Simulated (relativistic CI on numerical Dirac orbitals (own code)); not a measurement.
## Calculated levels, K¹⁸⁺

Calculated at this level of theory: Dirac equation for one electron, model QED (radiative potential, 1s self-energy scaled to tabulated hydrogen-like ionisation energies) (own radial code, finite nucleus).

CI space: 1s, 2s, 2p, 3s, 3p, 3d, 4s, 4p, 4d, 4f, 5s, 5p, 5d, 5f, 5g, 6s, 6p, 6d. Levels of other configurations are missing.

The lowest level is 1s ²S1/2, with 100 % of that term; Hund's rules for 1s give ²S with J = 1/2, in agreement.

```
No.  Configuration  Term    J   E (eV)    %  Landé g  Lifetime (s)
  1             1s    ²S  1/2     0.00  100    1.989              
  2             2p   ²P°  1/2  3698.70  100    0.663      1.22e-14
  3             2s    ²S  1/2  3698.89  100    1.999              
  4             2p   ²P°  3/2  3704.69  100    1.332      1.23e-14
  5             3p   ²P°  1/2  4385.67  100    0.664      4.05e-14
  6             3s    ²S  1/2  4385.73  100    2.001      1.17e-12
  7             3d    ²D  3/2  4387.44  100    0.798      1.17e-13
  8             3p   ²P°  3/2  4387.45  100    1.333      4.05e-14
  9             3d    ²D  5/2  4388.03  100    1.199      1.18e-13
 10             4p   ²P°  1/2  4625.87  100    0.665      9.46e-14
 11             4s    ²S  1/2  4625.89  100    2.002      1.68e-12
 12             4d    ²D  3/2  4626.61  100    0.799      2.74e-13
 13             4p   ²P°  3/2  4626.62  100    1.333      9.45e-14
 14             4f   ²F°  5/2  4626.86  100    0.856      5.54e-13
 15             4d    ²D  5/2  4626.86  100    1.200      2.76e-13
 16             4f   ²F°  7/2  4626.99  100    1.143      5.55e-13
 17             5p   ²P°  1/2  4736.94  100    0.665      1.83e-13
 18             5s    ²S  1/2  4736.95  100    2.002      2.62e-12
 19             5d    ²D  3/2  4737.32  100    0.799      5.28e-13
 20             5p   ²P°  3/2  4737.32  100    1.334      1.83e-13
 21             5f   ²F°  5/2  4737.45  100    0.856      1.07e-12
 22             5d    ²D  5/2  4737.45  100    1.200      5.32e-13
 23             5g    ²G  7/2  4737.51  100    0.888      1.80e-12
 24             5f   ²F°  7/2  4737.51  100    1.143      1.07e-12
 25             5g    ²G  9/2  4737.55  100    1.111      1.80e-12
 26             6p   ²P°  1/2  4797.23  100    0.666      3.15e-13
 27             6s    ²S  1/2  4797.24  100    2.002      3.98e-12
 28             6d    ²D  3/2  4797.45  100    0.799      9.02e-13
 29             6p   ²P°  3/2  4797.45  100    1.334      3.14e-13
 30             6d    ²D  5/2  4797.53  100    1.200      9.09e-13
```

Energies count from the lowest computed level; ° marks odd parity; lifetimes are radiative, by E1, M1, E2, M2 decay to levels of this space only; some are left blank where a channel outside the calculation adds to the decay or the decay crosses a small, uncertain gap.
